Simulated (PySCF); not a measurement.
**Structure from 2D NMR**

Compound of formula C$_{4}$H$_{9}$O$_{2}$PSi. Correlations simulated from computed shifts and the bond graph:

HSQC (one-bond C–H):
```
  δH    δC
3.99  53.3
2.89  29.8
```

HMBC (two and three bonds, from the bond graph):
```
  δH           δC
4.43  222.5, 29.8
3.99        184.3
2.89        222.5
```

Carbons without hydrogens: δ 222.5, 184.3.

[PySCF 2.14.0 with density-fitted response routines: coordinates at the GFN2-xTB level; shielding tensors at PBE0/pcSseg-1 (GIAO); no solvent; rapidly exchanging positions averaged; relativity neglected; one conformer]

References, each an isolated molecule treated in the same way: ¹H (31.72 ppm), ¹³C (186.93 ppm) against TMS.

Exchangeable hydrogens are left out of these lists.

Q: Work out the connectivity.

A: `COC(=O)/P=C(\C)[SiH3]`.

Numbering as in the mapped SMILES `[CH3:1][O:2][C:3](=[O:4])/[P:5]=[C:6](\[CH3:7])[SiH3:8]`; H(Xn) means a hydrogen on atom n.

δC 222.5 is C6, a carbon double-bonded to a heavier main-group atom. δC 184.3 is C3, a carbonyl carbon. δC 53.3 is C1, a methyl carbon bonded to O (δH 3.99). δC 29.8 is C7, a methyl carbon (δH 2.89). HMBC from δH 4.43 reaches the proton-free carbon C6. HMBC from δH 3.99 reaches the proton-free carbon C3. HMBC from δH 2.89 reaches the proton-free carbon C6.

The shifts were computed for this structure.

Shifts are as computed. Against solution values, carbons near 30 ppm lie about +3 ppm off and those near 130 ppm about +5 ppm. Of 1211 compounds with measured shifts, 218 miss one by over three times the rms of a fit or turn the order of signals round; such compounds aren't used in these exercises.
